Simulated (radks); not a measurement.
These are the eigenvalues of the occupied orbitals of an atom or ion with whole-number occupations (eV). All-electron calculation, non-relativistic Kohn-Sham, LB94 model potential, spin-polarised, spherical densities, point nucleus. Program: a radial shooting solver on a logarithmic mesh with Libxc functionals.

orbital  eigenvalue
1s down   -4524.020
1s up     -4518.545
2s up     -865.5755
2s down   -843.8526
2p up     -806.9773

Which element is it, and in what charge state? The configuration may be excited. Open shells, if any, are filled with parallel spins first.

Answer. Z = 20, calcium, charge +13: Ca13+ in [He] 2s2 2p3. The list shows which subshells hold electrons but not how many an open one holds; the 1s level, -166.25 hartree, gives Z - s = 18.2 by -(Z - s)^2/2, which with screening narrows Z to a few neighbours, and the depths of the outer levels then fix element, charge and occupations together.
